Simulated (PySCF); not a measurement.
Excitations are Tamm–Dancoff values on a coarser integration grid. The basis has no diffuse functions, so Rydberg states are missing or too high.

**AlBr$_{3}$, SMILES `[Br][Al]([Br])[Br]` (charge 0, multiplicity 1)**

Computed with PySCF 2.14.0 with ωB97X-D3(BJ)/def2-TZVP // PBE0-D3(BJ)/def2-TZVP.

```json
{
  "HOMO": "-11.03 eV",
  "dipole_moment": "0.00 D",
  "HOMO–LUMO gap": "11.47 eV",
  "LUMO": "0.44 eV",
  "S1 excitation (TDA)": "6.42 eV",
  "S1 oscillator strength": "0.000",
  "T1 excitation (TDA)": "6.12 eV",
  "S1–T1 gap (TDA)": "0.30 eV",
  "total_energy": "-7964.8869 Ha",
  "cost": "roughly 2.8 core-minutes"
}
```

```xyz
4

Br    -1.8170    -1.2917     0.0139
Al     0.0000     0.0000    -0.0001
Br     2.0270    -0.9278    -0.0143
Br    -0.2100     2.2194     0.0005
```
Charge 0, spin multiplicity 1.
